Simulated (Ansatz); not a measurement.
Input file for Ansatz (a quantum-chemistry and plane-wave program): R-BHLYP/def2-TZVPP on PdC, 2S+1 = 1, a spin state set in the input, which need not be the lowest, a point of a bond scan (R = 1.701 Å). Elements past Kr take the def2 small-core potentials; no spin–orbit coupling.

Ansatz 0.2 input:
```yaml
crystal:
  periodic: [false, false, false]
  atoms:
    - {symbol: Pd, position_ang: [0.00000000, 0.00000000, 0.00000000]}
    - {symbol: C, position_ang: [0.00000000, 0.00000000, 1.70116900]}
basis:
  gaussian:
    orbitals: def2-TZVPP
    pivot_positions_ang: [[0.00000000, 0.00000000, 0.00000000], [0.00000000, 0.00000000, 1.70116900]]
hamiltonian:
  xc: {name: BHLYP}
output: {forces: true, orbitals: {seedname: ./end}}
```

It printed:

```
WARN ansatz: RAYON_NUM_THREADS=2 ignored (pool sized by the plan → 2); use --threads N
Functional definition: BHLYP
integrals: 0.02 GiB planned
658 factors; their error is unknown
mean field: 0.22 GiB planned
mean field evaluation 1: about -4505.3316 eV, gradient 4.3e1 eV
mean field evaluation 2: about -4479.5655 eV, gradient 1.4e2 eV
mean field evaluation 4: about -4508.3591 eV, gradient 7.2e0 eV
mean field evaluation 8: about -4508.4525 eV, gradient 3.0e-2 eV
mean field evaluation 16: about -4508.5716 eV, gradient 4.0e-5 eV
mean field -4508.57155218 eV, -165.6869485230 hartree, gradient 4.0e-5 eV, S^2 0.000000; 1 other end points of the search recorded, 0 dependent functions left out
the calculation of the forces begins
reference -4508.57167513 eV, -165.6869530413 hartree; 12, 12 occupied and 75, 75 virtual orbitals, 658 factors
Total energy: -4508.57167513 eV, -165.6869530413 hartree
Atom 0 at     0.000000     0.000000     0.000000 Å, force    -0.000000    -0.000000    -0.263673 eV/Å
Atom 1 at     0.000000     0.000000     1.701169 Å, force     0.000000     0.000000     0.263673 eV/Å
Dipole moment:     0.000000     0.000000    -0.409597 e Å
```

The calculation finished and met its thresholds.

Cost: very roughly 1.8 core-seconds.
